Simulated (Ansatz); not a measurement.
The pair A = HCl (SMILES Cl) (first 2 atoms), B = C2H2 (SMILES C#C); geometry from B3LYP-D3(BJ)/def2-TZVP.
(charge 0, multiplicity 1):
```xyz
6

Cl    -0.11766     0.53799    -0.46653
H     -0.12369     0.34363     0.81058
C     -0.55196    -0.41987     3.03450
C      0.29429     0.41823     3.16159
H     -1.30330    -1.16465     2.92608
H      1.04564     1.16173     3.27835
```

Cores are frozen in the correlated methods. MP2 and its Hartree–Fock in aug-cc-pV(Q+d)Z are density fitted.

The values were computed with Ansatz (Gaussian basis) for Hartree–Fock, density functionals and correlated methods. 

The counterpoise-corrected interaction energy is E(AB) − E(A in the pair's basis) − E(B in the pair's basis). Total energies (hartree):

```csv
level,AB,A in the pair's basis,B in the pair's basis
HF/aug-cc-pV(T+d)Z,-536.9601198,-460.1083029,-76.8506256
MP2/aug-cc-pV(T+d)Z,-537.4859728,-460.3168427,-77.1640643
HF/aug-cc-pV(Q+d)Z,-536.9677558,-460.1116017,-76.8549749
MP2/aug-cc-pV(Q+d)Z,-537.5279941,-460.3371294,-77.1855509
CCSD(T)/aug-cc-pV(T+d)Z,-537.5424579,-460.3459462,-77.1922470
```

Question: Work out the counterpoise-corrected interaction energy at the basis-set limit: extrapolate the MP2 correlation part as X⁻³, take Hartree–Fock from the larger set, and add the CCSD(T) − MP2 difference of aug-cc-pV(T+d)Z.

Answer: 
1. Differences (1 hartree = 627.509 kcal/mol): HF/aug-cc-pV(T+d)Z -0.748; MP2/aug-cc-pV(T+d)Z -3.179; HF/aug-cc-pV(Q+d)Z -0.740; MP2/aug-cc-pV(Q+d)Z -3.334; CCSD(T)/aug-cc-pV(T+d)Z -2.676.
2. Correlation parts, MP2 less HF: -2.431 in aug-cc-pV(T+d)Z (X = 3), -2.595 in aug-cc-pV(Q+d)Z (X = 4).
3. Limit (4³·(-2.595) − 3³·(-2.431))/(4³ − 3³) = -2.714; with HF/aug-cc-pV(Q+d)Z it gives -3.454.
4. CCSD(T) less MP2 in aug-cc-pV(T+d)Z: 0.503.
Result: -2.95 kcal/mol, against -3.18 at MP2/aug-cc-pV(T+d)Z. It is an estimate of this method's limit, not of the exact value.

Ansatz is an electronic-structure program.
